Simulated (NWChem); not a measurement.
# BH, singlet; SMILES [BH]

Computed with NWChem. Low-valent species are run as closed-shell singlets; no triplet was tried in these runs. Coordinates come from a PBE0/def2-SVP optimisation.

Diagonal of the polarisability tensor at B3LYP/def2-SVPD, static: 21.82, 21.82, 23.12 bohr³.

Problem. Find the mean polarisability volume, the molar refraction, and the refractive index that an ideal gas of it would have at 273.15 K and 1 atm.

Solution. 
1. Mean: one third of the trace = 22.25 bohr³ × 0.14818 Å³/bohr³ = 3.30 Å³.
2. Molar refraction (Lorentz-Lorenz): (4π/3) N_A α = 8.3 cm³/mol.
3. Number density p/kT = 2.687 × 10⁻⁵ Å⁻³; n − 1 = 2π N α = 5.57 × 10⁻⁴.
4. These hold the electronic response alone: vibrational and orientational terms add to the static dielectric constant.
